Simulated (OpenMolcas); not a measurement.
Si III: effect of the active space

| Quantity | Value |
| --- | --- |
| Program | OpenMolcas |
| Method | SS-CASPT2 or its RAS form, IPEA 0.25 Eh, imaginary shift 0.1 Eh |
| Basis | ANO-RCC |
| Scalar Hamiltonian | DKH2, point nucleus |
| Spin-orbit coupling | RASSI with atomic mean-field integrals over the reference wave functions, term energies averaged over their components |

A. 2 electrons in 8 orbitals (3s 3p 4s 4p); 2S+1 = 3 even, 3 roots; 2S+1 = 1 even, 7 roots; 2S+1 = 3 odd, 3 roots; 2S+1 = 1 odd, 3 roots; closed shells correlated: 2s 2p; CASPT2 step roughly 12 core-seconds
B. 2 electrons in 9 orbitals (RAS2 3s 3p; RAS3 3d, at most 2 electrons); 2S+1 = 3 even, 3 roots; 2S+1 = 1 even, 7 roots; 2S+1 = 3 odd, 3 roots; 2S+1 = 1 odd, 3 roots; closed shells correlated: 2s 2p; CASPT2 step roughly 15 core-seconds

Energies in cm-1 above 3s2 1S0, the measured ground level; measured values from NIST levels in Kelleher and Podobedova, J. Phys. Chem. Ref. Data 37, 1285 (2008).

| Level | A | B | Measured |
| --- | --- | --- | --- |
| 3s2 1S0 | 0.0 | 0.0 | 0.0 |
| 3s 3p 3P* 0 | 52620 | 52533 | 52725 |
| 3s 3p 3P* 1 | 52731 | 52643 | 52853 |
| 3s 3p 3P* 2 | 52953 | 52864 | 53115 |
| 3s 3p 1P* 1 | 83896 | 82908 | 82884 |

Deviations, from unrounded energies. A percentage is the sum of absolute deviations over the sum of measured energies, with the sign that they share, or ± where signs differ.

| Against measurement | Levels | A | B |
| --- | --- | --- | --- |
| mean absolute deviation (cm-1) | 4 | 350 | 170 |
| other configurations (%) | 4 | ±0.6 | ±0.3 |

B lies closest to measurement on these levels. The largest miss of B in the table is 3s 3p 3P* 2, by -250 cm-1. The ranking rests on the paired levels alone, and a cruder setting can come out closer through cancelling errors.

Between A and B the level of the table that moves most is 3s 3p 1P* 1, by 990 cm-1 (lowest in B, highest in A).

Over all roots computed the reference weight is 0.89 to 0.99 in A; the roots of lowest weight are the least certain, and an intruder state may touch them. The run also gave levels led by 3s 4s, which use shells meant for correlation; these and all levels above them are left out (holds for A). Active for correlation alone: 3d; no level in the range computed is led by a configuration that fills it, so any true level of that kind is missing (holds for B). Measured partners are found by configuration, term and J. A level has none where our copy of the source lacks it or the pairing is in doubt (some pairs that miss far off the trend of their configuration count as doubtful), and it then counts in no deviation. Levels of configurations outside the active space are missing. The table leaves out levels that lie high or whose names do not pair safely across all columns.

* marks odd parity.
